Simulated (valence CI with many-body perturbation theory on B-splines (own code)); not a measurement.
**Hf58+: electric-dipole lines**

Computed by valence CI with perturbative core correlation (CI+MBPT): four valence electrons over a frozen Dirac-Fock core [Ne], radial functions for each j: 11 s, 11 p, 10 d, 8 f, 5 g, 2 h, with the one-electron correlation potential Σ1, the two-electron term Σ2, the three-electron term Σ3, Breit, model QED; selected CI, second order for the rest, scaled by the run's own slope (own B-spline code, finite nucleus).

The last digits are not significant, and no measured levels were compared; by estimate large intervals hold to a few tenths of a per cent, small ones and those within an open d or f shell to about a per cent. Among the levels kept, up to 560 cm⁻¹ of a level comes from second order outside the variational space, and about a tenth of that is noise between levels of different J, which matters for small intervals.

Lines 51 to 100 of 559 in falling wavelength, among levels below 1574.3 eV, chosen from the strongest by gf and those to the six lowest levels. Wavelengths and rates use the calculated energies. Electric multipoles are in the length gauge, E1 and E2 with the static RPA response of the core. Weak lines are less certain than strong ones. Lines between different terms over intervals too small for the method are left out, as are lines whose strength nearly cancels. The highest levels of a list are the least certain.

Levels are named by their leading jj configuration (3d3/2^4 stands for four electrons in 3d with j = 3/2), which in mixed levels can hold well under half, so a name can repeat and another be missing. Letters in brackets count levels of one name in rising energy.

```csv
λ vac (Å),Upper,Lower,A (s⁻¹),S (a.u.) with core polarisation,S without
69.91,(3p1/2 3p3/2^3) J=2,(3s 3p3/2^3) J=2,1.94e+10,1.64e-02,1.66e-02
69.33,(3p1/2^2 3d3/2 3d5/2) J=2,(3s 3p1/2 3d3/2 3d5/2) J=2 [b],3.36e+10,2.76e-02,2.81e-02
69.18,(3s 3p1/2^2 3p3/2) J=1,(3s^2 3p1/2 3p3/2) J=2,4.02e+10,1.97e-02,2.00e-02
68.89,(3p1/2^2 3p3/2 3d5/2) J=2,(3s 3p1/2 3p3/2 3d5/2) J=1 [a],2.27e+10,1.83e-02,1.86e-02
68.72,(3p1/2^2 3p3/2 3d5/2) J=1,(3s 3p1/2 3p3/2 3d5/2) J=1 [c],3.89e+10,1.87e-02,1.90e-02
68.72,(3p1/2^2 3p3/2 3d5/2) J=2,(3s 3p1/2 3p3/2 3d5/2) J=3 [b],2.75e+10,2.20e-02,2.23e-02
68.64,(3p1/2^2 3d3/2^2) J=2,(3s 3p1/2 3d3/2^2) J=3,5.22e+10,4.17e-02,4.23e-02
68.50,(3s 3p1/2 3p3/2^2) J=2 [b],(3s^2 3p3/2^2) J=2,2.32e+10,1.84e-02,1.87e-02
67.99,(3p1/2 3p3/2^3) J=1,(3s 3p3/2^3) J=2,4.39e+10,2.04e-02,2.08e-02
67.48,(3p1/2^2 3d5/2^2) J=2,(3s 3p1/2 3d5/2^2) J=3 [a],7.39e+10,5.61e-02,5.69e-02
67.46,(3p1/2^2 3p3/2 3d5/2) J=3,(3s 3p1/2 3p3/2 3d5/2) J=4 [c],1.94e+10,2.06e-02,2.09e-02
67.34,(3s 3p1/2 3d3/2 3d5/2) J=3 [a],(3s 3p1/2 3p3/2 3d5/2) J=4 [b],1.51e+10,1.60e-02,1.62e-02
66.59,(3s 3p1/2 3p3/2 3d5/2) J=3 [c],(3s^2 3p3/2 3d5/2) J=4,2.95e+10,3.01e-02,3.05e-02
66.50,(3p1/2 3p3/2^2 3d5/2) J=3,(3s 3p3/2^2 3d5/2) J=4 [a],4.58e+10,4.65e-02,4.73e-02
66.32,(3p1/2^2 3d5/2^2) J=4,(3s 3p1/2 3d5/2^2) J=5,6.91e+10,8.95e-02,9.09e-02
66.30,(3p1/2^2 3d3/2 3d5/2) J=4,(3s 3p1/2 3d3/2 3d5/2) J=4 [b],2.31e+10,2.99e-02,3.03e-02
65.85,(3s 3p1/2^2 3p3/2) J=1,(3s^2 3p1/2 3p3/2) J=1,1.33e+10,5.63e-03,5.71e-03
65.66,(3s 3p1/2 3p3/2 3d3/2) J=2 [e],(3s^2 3p3/2 3d3/2) J=3,3.19e+10,2.23e-02,2.26e-02
65.62,(3s 3p1/2 3p3/2 3d5/2) J=4 [c],(3s^2 3p3/2 3d5/2) J=4,1.83e+10,2.30e-02,2.33e-02
65.56,(3p1/2 3p3/2^2 3d5/2) J=4 [a],(3s 3p3/2^2 3d5/2) J=5,4.34e+10,5.43e-02,5.51e-02
65.42,(3p1/2^2 3d3/2 3d5/2) J=4,(3s 3p1/2 3d3/2 3d5/2) J=5,7.18e+10,8.92e-02,9.06e-02
65.36,(3s 3p1/2^2 3d3/2) J=1,(3s 3p1/2^2 3p3/2) J=1,1.43e+10,5.92e-03,6.01e-03
65.10,(3p1/2^2 3p3/2 3d5/2) J=2,(3s 3p1/2 3p3/2 3d5/2) J=3 [a],2.38e+10,1.62e-02,1.64e-02
64.84,(3p1/2^2 3d3/2 3d5/2) J=3,(3s 3p1/2 3d3/2 3d5/2) J=2 [a],1.58e+10,1.49e-02,1.51e-02
64.72,(3p1/2 3p3/2^2 3d3/2) J=2 [b],(3s 3p3/2^2 3d3/2) J=3 [a],2.87e+10,1.92e-02,1.95e-02
64.59,(3p1/2 3p3/2^2 3d5/2) J=4 [b],(3s 3p3/2^2 3d5/2) J=4 [a],3.21e+10,3.85e-02,3.91e-02
64.35,(3p1/2^2 3p3/2 3d5/2) J=4,(3s 3p1/2 3p3/2 3d5/2) J=5,6.53e+10,7.73e-02,7.85e-02
64.32,(3p1/2^2 3d3/2 3d5/2) J=3,(3s 3p1/2 3d3/2 3d5/2) J=4 [a],6.27e+10,5.76e-02,5.85e-02
64.27,(3p1/2 3p3/2^2 3d3/2) J=3 [b],(3s 3p3/2^2 3d3/2) J=4,5.70e+10,5.22e-02,5.31e-02
63.85,(3p1/2 3p3/2^2 3d5/2) J=5,(3s 3p3/2^2 3d5/2) J=5,3.30e+10,4.66e-02,4.73e-02
63.82,(3p1/2^2 3p3/2 3d3/2) J=2,(3s 3p1/2 3p3/2 3d3/2) J=3 [a],4.58e+10,2.94e-02,2.99e-02
63.73,(3p1/2^2 3p3/2 3d3/2) J=3,(3s 3p1/2 3p3/2 3d3/2) J=4,7.91e+10,7.08e-02,7.19e-02
63.27,(3p1/2^2 3d3/2^2) J=2,(3s 3p1/2 3d3/2^2) J=2 [a],3.98e+10,2.49e-02,2.53e-02
63.03,(3s 3p1/2^2 3d3/2) J=2,(3s 3p1/2^2 3p3/2) J=1,5.93e+09,3.66e-03,3.72e-03
62.87,(3s 3p1/2 3p3/2 3d3/2) J=2 [b],(3s 3p1/2 3p3/2^2) J=3,5.75e+10,3.53e-02,3.58e-02
62.64,(3p1/2^2 3p3/2 3d5/2) J=3,(3s 3p1/2 3p3/2 3d5/2) J=4 [b],2.79e+10,2.37e-02,2.41e-02
62.06,(3p1/2^2 3d5/2^2) J=4,(3s 3p1/2 3d5/2^2) J=4 [a],1.31e+10,1.39e-02,1.41e-02
61.11,(3p1/2^2 3d3/2 3d5/2) J=2,(3p1/2^2 3p3/2 3d5/2) J=3,4.60e+10,2.59e-02,2.63e-02
60.88,(3s^2 3p1/2 3d3/2) J=2,(3s^2 3p1/2 3p3/2) J=2,8.91e+09,4.96e-03,5.03e-03
60.54,(3p1/2^2 3d3/2^2) J=2,(3p1/2^2 3p3/2 3d3/2) J=3,3.22e+10,1.76e-02,1.79e-02
59.58,(3p1/2^2 3p3/2 3d3/2) J=1,(3s 3p1/2 3p3/2 3d3/2) J=2 [b],7.41e+10,2.32e-02,2.35e-02
58.29,(3s^2 3p1/2 3d3/2) J=2,(3s^2 3p1/2 3p3/2) J=1,3.17e+08,1.55e-04,1.57e-04
57.75,(3p1/2^2 3p3/2 3d5/2) J=4,(3s 3p1/2 3p3/2 3d5/2) J=4 [a],3.34e+10,2.86e-02,2.90e-02
57.22,(3s 3p1/2^2 3d3/2) J=1,(3s 3p1/2^2 3p3/2) J=2,5.19e+09,1.44e-03,1.46e-03
56.69,(3s 3p1/2 3d3/2 3d5/2) J=4 [b],(3s 3p1/2 3p3/2 3d5/2) J=4 [b],2.08e+10,1.68e-02,1.71e-02
55.42,(3s 3p1/2^2 3d3/2) J=2,(3s 3p1/2^2 3p3/2) J=2,1.31e+10,5.49e-03,5.56e-03
52.88,(3p1/2^2 3d3/2 3d5/2) J=4,(3p1/2^2 3p3/2 3d5/2) J=4,3.24e+10,2.13e-02,2.16e-02
52.19,(3s 3p1/2 3d3/2 3d5/2) J=5,(3s 3p1/2 3p3/2 3d5/2) J=5,2.11e+10,1.63e-02,1.65e-02
50.50,(3s^2 3p1/2 3d3/2) J=1,(3s^2 3p1/2 3p3/2) J=2,4.69e+09,8.95e-04,9.10e-04
49.49,(3s 3p1/2^2 3d5/2) J=3,(3s^2 3p1/2 3d3/2) J=2,3.33e+08,1.39e-04,1.41e-04
```
